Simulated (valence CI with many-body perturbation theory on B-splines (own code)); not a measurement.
E1 transitions of Tm62+

Level of theory: valence CI with perturbative core correlation (CI+MBPT): five valence electrons over a frozen Dirac-Fock core [He], radial functions for each j: 11 s, 11 p, 10 d, 8 f, 5 g, 2 h, with the one-electron correlation potential Σ1 (screened to all orders), the two-electron term Σ2, the three-electron term Σ3, Breit, model QED; selected single and double excitations, second order for the rest, scaled by the run's own slope (own B-spline code, finite nucleus).

The last digits are not significant, and no measured levels were compared; by estimate large intervals hold to a few tenths of a per cent, small ones and those within an open d or f shell to about a per cent. Among the levels kept, up to 7400 cm⁻¹ of a level comes from second order outside the variational space, and about a tenth of that is noise between levels of different J, which matters for small intervals.

Lines 1 to 50 of 600 in falling wavelength, among levels below 10809 eV, chosen from the strongest by gf and those to the six lowest levels. Wavelengths and rates use the calculated energies. Electric multipoles are in the length gauge with retardation, E1 and E2 with the static RPA response of the core. Weak lines are less certain than strong ones. Lines between different terms over intervals too small for the method are left out, as are lines whose strength nearly cancels. The highest levels of a list are the least certain.

Levels are named by their leading jj configuration (3d3/2^4 stands for four electrons in 3d with j = 3/2), which in mixed levels can hold well under half, so a name can repeat and another be missing. Letters in brackets count levels of one name in rising energy.

```tsv
λ vac (Å)	Upper	Lower	A (s⁻¹)	S (a.u.) with core polarisation	S without
164.2	(2s 2p1/2 2p3/2^2 3p1/2) J=7/2	(2s 2p1/2 2p3/2^2 3s) J=5/2 [b]	2.53e+09	4.43e-02	4.43e-02
127.6	(2s 2p1/2 2p3/2^2 3p1/2) J=3/2 [a]	(2s 2p1/2 2p3/2^2 3s) J=5/2 [a]	8.33e+09	3.41e-02	3.42e-02
123.0	(2s 2p1/2 2p3/2^2 3p1/2) J=7/2	(2s 2p1/2 2p3/2^2 3s) J=7/2	5.23e+09	3.84e-02	3.84e-02
120.0	(2s^2 2p3/2^2 3p1/2) J=5/2	(2s^2 2p3/2^2 3s) J=3/2	6.57e+09	3.36e-02	3.36e-02
119.0	(2s 2p1/2^2 2p3/2 3p1/2) J=3/2 [a]	(2s 2p1/2^2 2p3/2 3s) J=5/2	1.03e+10	3.41e-02	3.41e-02
117.9	(2s 2p1/2^2 2p3/2 3p1/2) J=5/2	(2s 2p1/2^2 2p3/2 3s) J=5/2	6.80e+09	3.30e-02	3.30e-02
113.7	(2s 2p1/2 2p3/2^2 3p1/2) J=5/2 [a]	(2s 2p1/2 2p3/2^2 3s) J=5/2 [a]	6.82e+09	2.97e-02	2.97e-02
112.3	(2s^2 2p3/2^2 3p1/2) J=3/2	(2s^2 2p3/2^2 3s) J=5/2	1.21e+10	3.39e-02	3.39e-02
109.7	(2s^2 2p3/2^2 3p1/2) J=5/2	(2s^2 2p3/2^2 3s) J=5/2	7.70e+09	3.01e-02	3.01e-02
95.11	(2s^2 2p1/2 2p3/2 3p1/2) J=3/2 [b]	(2s^2 2p1/2 2p3/2 3s) J=5/2	1.65e+10	2.80e-02	2.80e-02
92.70	(2s 2p1/2 2p3/2^2 3p1/2) J=5/2 [b]	(2s 2p1/2 2p3/2^2 3s) J=7/2	1.94e+10	4.57e-02	4.57e-02
76.18	(2s 2p1/2 2p3/2^2 3d5/2) J=5/2 [f]	(2s 2p1/2 2p3/2^2 3p3/2) J=3/2 [f]	2.87e+10	3.75e-02	3.75e-02
76.01	(2s 2p1/2^2 2p3/2 3d5/2) J=5/2 [a]	(2s 2p1/2^2 2p3/2 3p3/2) J=5/2 [a]	1.58e+10	2.05e-02	2.05e-02
75.88	(2s 2p1/2 2p3/2^2 3d5/2) J=7/2 [b]	(2s 2p1/2 2p3/2^2 3p3/2) J=5/2 [b]	1.94e+10	3.35e-02	3.35e-02
74.98	(2s 2p1/2^2 2p3/2 3d5/2) J=9/2	(2s 2p1/2^2 2p3/2 3p3/2) J=7/2	4.92e+10	1.02e-01	1.02e-01
74.84	(2s 2p1/2 2p3/2^2 3d5/2) J=7/2 [e]	(2s 2p1/2 2p3/2^2 3p3/2) J=5/2 [e]	3.95e+10	6.54e-02	6.54e-02
74.60	(2s 2p1/2 2p3/2^2 3d5/2) J=3/2 [c]	(2s 2p1/2 2p3/2^2 3p3/2) J=1/2 [c]	2.52e+10	2.06e-02	2.06e-02
74.34	(2s 2p1/2 2p3/2^2 3d5/2) J=11/2	(2s 2p1/2 2p3/2^2 3p3/2) J=9/2	5.00e+10	1.22e-01	1.22e-01
74.23	(2s^2 2p1/2^2 4p3/2) J=3/2	(2s^2 2p1/2^2 4s) J=1/2	2.01e+11	1.62e-01	1.62e-01
74.19	(2s^2 2p3/2^2 3d5/2) J=7/2	(2s^2 2p3/2^2 3p3/2) J=5/2	3.10e+10	5.00e-02	5.00e-02
74.15	(2s 2p1/2 2p3/2^2 3d5/2) J=9/2 [a]	(2s 2p1/2 2p3/2^2 3p3/2) J=7/2 [a]	4.76e+10	9.57e-02	9.57e-02
74.13	(2s 2p1/2 2p3/2^2 3d5/2) J=7/2 [c]	(2s 2p1/2 2p3/2^2 3p3/2) J=5/2 [c]	4.06e+10	6.53e-02	6.53e-02
74.09	(2s 2p1/2^2 2p3/2 3d5/2) J=3/2 [b]	(2s 2p1/2^2 2p3/2 3p3/2) J=1/2 [b]	3.46e+10	2.78e-02	2.78e-02
73.99	(2s 2p1/2 2p3/2^2 3d5/2) J=5/2 [a]	(2s 2p1/2 2p3/2^2 3p3/2) J=3/2 [a]	1.84e+10	2.20e-02	2.20e-02
73.87	(2s^2 2p1/2 2p3/2 3d5/2) J=7/2 [a]	(2s^2 2p1/2 2p3/2 3p3/2) J=5/2 [a]	4.14e+10	6.59e-02	6.59e-02
73.60	(2s^2 2p1/2 2p3/2 3d5/2) J=5/2 [b]	(2s^2 2p1/2 2p3/2 3p3/2) J=3/2 [b]	2.44e+10	2.88e-02	2.88e-02
73.54	(2s 2p1/2 2p3/2^2 3d5/2) J=9/2 [b]	(2s 2p1/2 2p3/2^2 3p3/2) J=7/2 [b]	3.92e+10	7.70e-02	7.70e-02
73.35	(2s^2 2p3/2^2 3d5/2) J=9/2	(2s^2 2p3/2^2 3p3/2) J=7/2	4.28e+10	8.34e-02	8.34e-02
73.16	(2s 2p1/2 2p3/2^2 3d5/2) J=5/2 [d]	(2s 2p1/2 2p3/2^2 3p3/2) J=3/2 [d]	3.58e+10	4.15e-02	4.15e-02
73.07	(2s^2 2p3/2^2 3d5/2) J=5/2 [b]	(2s^2 2p3/2^2 3p3/2) J=3/2 [b]	4.12e+10	4.76e-02	4.76e-02
72.98	(2s 2p1/2^2 2p3/2 3d5/2) J=7/2 [a]	(2s 2p1/2^2 2p3/2 3p3/2) J=5/2 [a]	4.32e+10	6.63e-02	6.63e-02
72.82	(2s^2 2p1/2 2p3/2 3d5/2) J=7/2 [b]	(2s^2 2p1/2 2p3/2 3p3/2) J=5/2 [b]	3.96e+10	6.03e-02	6.03e-02
72.82	(2s 2p1/2^2 2p3/2 3d5/2) J=5/2 [b]	(2s 2p1/2^2 2p3/2 3p3/2) J=3/2 [b]	4.38e+10	5.01e-02	5.01e-02
72.81	(2s 2p1/2 2p3/2^2 3d5/2) J=9/2 [b]	(2s 2p1/2 2p3/2^2 3p3/2) J=9/2	1.09e+10	2.07e-02	2.07e-02
72.60	(2s 2p1/2 2p3/2^2 3d5/2) J=7/2 [d]	(2s 2p1/2 2p3/2^2 3p3/2) J=5/2 [d]	4.14e+10	6.26e-02	6.26e-02
72.51	(2s 2p1/2 2p3/2^2 3d5/2) J=7/2 [a]	(2s 2p1/2 2p3/2^2 3p3/2) J=5/2 [a]	2.58e+10	3.89e-02	3.89e-02
72.18	(2s 2p1/2^2 2p3/2 3d5/2) J=7/2 [b]	(2s 2p1/2^2 2p3/2 3p3/2) J=5/2 [b]	5.31e+10	7.88e-02	7.88e-02
71.86	(2s^2 2p1/2 2p3/2 3d5/2) J=9/2	(2s^2 2p1/2 2p3/2 3p3/2) J=7/2	5.18e+10	9.48e-02	9.48e-02
71.62	(2s 2p1/2 2p3/2^2 3d5/2) J=5/2 [c]	(2s 2p1/2 2p3/2^2 3p3/2) J=3/2 [c]	4.97e+10	5.41e-02	5.41e-02
71.41	(2s 2p1/2 2p3/2^2 3d5/2) J=9/2 [c]	(2s 2p1/2 2p3/2^2 3p3/2) J=7/2 [c]	5.42e+10	9.75e-02	9.75e-02
71.40	(2s^2 2p1/2^2 3d5/2) J=5/2	(2s^2 2p1/2^2 3p3/2) J=3/2	5.33e+10	5.75e-02	5.75e-02
71.17	(2s 2p1/2 2p3/2^2 3d5/2) J=5/2 [b]	(2s 2p1/2 2p3/2^2 3p3/2) J=5/2 [b]	2.03e+10	2.17e-02	2.17e-02
70.69	(2s 2p1/2 2p3/2^2 3d5/2) J=5/2 [e]	(2s 2p1/2 2p3/2^2 3p3/2) J=3/2 [e]	3.88e+10	4.06e-02	4.06e-02
68.94	(2s 2p1/2^2 2p3/2 3d5/2) J=5/2 [a]	(2s 2p1/2^2 2p3/2 3p3/2) J=3/2 [a]	3.51e+10	3.40e-02	3.41e-02
68.93	(2s^2 2p1/2 2p3/2 3d5/2) J=5/2 [a]	(2s^2 2p1/2 2p3/2 3p3/2) J=3/2 [a]	3.99e+10	3.87e-02	3.87e-02
68.86	(2s^2 2p1/2 2p3/2 3d5/2) J=3/2 [a]	(2s^2 2p1/2 2p3/2 3p3/2) J=1/2 [a]	2.97e+10	1.92e-02	1.92e-02
64.49	(2s 2p1/2 2p3/2^2 3d5/2) J=3/2 [b]	(2s 2p1/2 2p3/2^2 3p3/2) J=1/2 [b]	3.62e+10	1.92e-02	1.92e-02
61.53	(2s 2p1/2 2p3/2^2 3d5/2) J=7/2 [b]	(2s 2p1/2 2p3/2^2 3p3/2) J=7/2 [b]	2.75e+10	2.53e-02	2.53e-02
48.95	(2s 2p1/2 2p3/2^2 3p3/2) J=9/2	(2s^2 2p3/2^2 3p3/2) J=7/2	4.70e+10	2.72e-02	2.72e-02
45.35	(2s 2p1/2^2 2p3/2 3p3/2) J=7/2	(2s^2 2p1/2 2p3/2 3p3/2) J=5/2 [a]	6.02e+10	2.22e-02	2.22e-02
```
